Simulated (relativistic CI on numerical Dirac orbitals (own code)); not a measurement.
## Mo+: 4d valence photoemission

Computed with this model: Dirac-Coulomb-Breit CI, KLI orbitals optimised for each configuration, QED by a radiative potential, valence Slater integrals scaled by 0.7, multiplet model of photoemission in the sudden approximation; configurations [Kr] 4d5 → [Kr] 4d4; 80 K; Lorentzian 0.3 eV and Gaussian 0.5 eV FWHM. Energies are those of the free ion, without screening or charge transfer. The energies are binding energies and can lie tens of eV above those of solids. S is read from ⟨S²⟩ = S(S + 1).

Field parameters in Wybourne normalisation: Oh B⁴₀ = 21Dq, B⁴₄ = √(5/14) B⁴₀. The field is a parameter set, without covalency.

Computed curve for Oh, 10Dq = 21650 cm⁻¹, scaled to 100 at the maximum (points under 2 are left out and the grid is thinned):

Energy (eV), Intensity and a bar:
```
     12.8        2.2 
     12.9        2.5 
     13.0        2.9 
     13.1        3.4 
     13.2        4.1 #
     13.3        5.0 #
     13.4        6.2 #
     13.5        8.1 ##
     13.6       11.0 ###
     13.7       15.8 ####
     13.8       23.7 #######
     13.9       35.8 ##########
     14.0       52.6 ###############
     14.1       72.1 #####################
     14.2       89.8 ###########################
     14.3      100.0 ##############################
     14.4       99.1 ##############################
     14.5       88.1 ##########################
     14.6       72.3 ######################
     14.7       58.0 #################
     14.8       49.3 ##############
     14.9       47.1 ##############
     15.0       49.2 ##############
     15.1       51.7 ###############
     15.2       51.4 ###############
     15.3       46.6 ##############
     15.4       38.5 ###########
     15.5       29.5 ########
     15.6       21.8 ######
     15.7       16.5 ####
     15.8       13.7 ####
     15.9       12.6 ###
     16.0       12.1 ###
     16.1       11.6 ###
     16.2       10.4 ###
     16.3        8.7 ##
     16.4        6.8 #
     16.5        5.2 #
     16.6        4.0 #
     16.7        3.2 
     16.8        2.7 
     16.9        2.4 
     17.0        2.2 
     17.1        2.0
```

The ground state has S = 0.51, and the centroid lies at 14.75 eV.
